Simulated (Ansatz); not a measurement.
One change: `[AlH2][SiH2][SiH2]Cl` becomes `O[SiH2][SiH2]Cl`.

Ansatz, PBE0-D4/def2-TZVP geometries, multiplicity 1. Each molecule was computed in one conformer, which needn't be the lowest. `[AlH2][SiH2][SiH2]Cl` holds a close contact that its SMILES doesn't draw: Cl···Al 2.53 Å.

```csv
property,`[AlH2][SiH2][SiH2]Cl`
HOMO energy (B3LYP/def2-TZVPP) / eV,-7.02
LUMO energy (PBE0/def2-TZVPP) / eV,-1.39
LUMO energy (B3LYP/def2-TZVPP) / eV,-1.54
HOMO energy (ωB97M-V/def2-TZVPP) / eV,-9.16
HOMO–LUMO gap (ωB97M-V/def2-TZVPP) / eV,9.46
HOMO energy (PBE/def2-TZVPP) / eV,-6.21
```

Q: What does the change do to each property? (Estimate.)

A: Computed: 
```tsv
property	`O[SiH2][SiH2]Cl`	shift
HOMO energy (B3LYP/def2-TZVPP) / eV	-7.75	-0.73
LUMO energy (PBE0/def2-TZVPP) / eV	-0.99	0.40
LUMO energy (B3LYP/def2-TZVPP) / eV	-1.17	0.37
HOMO energy (ωB97M-V/def2-TZVPP) / eV	-10.00	-0.84
HOMO–LUMO gap (ωB97M-V/def2-TZVPP) / eV	10.79	1.33
HOMO energy (PBE/def2-TZVPP) / eV	-6.71	-0.50
```

With PBE0 the HOMO falls by 0.73 eV and the LUMO rises by 0.40 eV, so the gap widens by about 1.13 eV. PBE moves the HOMO by -0.50 eV and ωB97M-V by -0.84 eV.

B3LYP here is the variant with VWN-RPA as its local correlation; programs differ in this.
